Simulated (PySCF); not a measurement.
The PySCF input:
```python
from pyscf import gto, scf, dft

mol = gto.M(
    atom='''
Si   -0.129100   -0.005700   -0.004600
Cl    1.878100    0.083600    0.067600
H    -0.504300   -0.998400   -1.005300
H    -0.630000    1.313800   -0.372600
H    -0.614800   -0.393300    1.315000
''',
    basis='6-31g*',
    charge=0,
    spin=2,
    verbose=4,
)

mf = dft.UKS(mol)
mf.xc = 'bhandhlyp'
mf = mf.density_fit(auxbasis='def2-universal-jkfit')
mf.kernel()
```

What does this run give for the <S^2>, total energy, number of basis functions?


```json
{
 "<S^2>": "2.009",
 "total_energy": "-751.203103 Ha",
 "number_of_basis_functions": "42"
}
```

These values belong to the state on which the SCF converged, which isn't shown to be the lowest.
